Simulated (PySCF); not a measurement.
CH7GaN2.

```xyz
11

Ga     0.0011     0.0025     0.0021
C     -1.4084    -1.3443    -0.2622
H     -1.1286    -2.0332    -1.0760
H     -2.3630    -0.8679    -0.5347
H     -1.5639    -1.9421     0.6493
N      0.0059     1.5941    -0.8948
H     -0.6341     1.8038    -1.6547
H      0.7745     2.2578    -0.8737
N      1.3949    -0.2581     1.1533
H      2.0920     0.4465     1.3751
H      1.4335    -1.0286     1.8133
```
Charge 0, spin multiplicity 1.

The structure is a stationary point at TPSSh-D3(BJ)/def2-SVP. The structure was generated by enumeration; whether it is a known compound was not checked. Other conformers were not sampled.

Method: PBE/pcSseg-1 (PySCF). Non-relativistic, no solvent.

Computed absolute GIAO shielding of each atom: isotropic value and principal components (ppm):
```csv
atom,σ(iso),σ11,σ22,σ33,span
Ga1,1230.6,1116.3,1244.9,1330.7,214.3
C2,192.1,190.1,190.6,195.6,5.5
H3,31.1,26.1,28.0,39.2,13.1
H4,31.3,26.1,28.7,39.1,13.1
H5,31.3,26.0,28.7,39.2,13.1
N6,227.9,194.8,219.8,269.1,74.2
H7,30.2,23.3,26.3,40.9,17.6
H8,30.3,23.2,26.0,41.7,18.5
N9,227.7,194.5,219.6,269.1,74.6
H10,30.3,23.2,26.0,41.6,18.5
H11,30.2,23.3,26.3,40.9,17.6
```
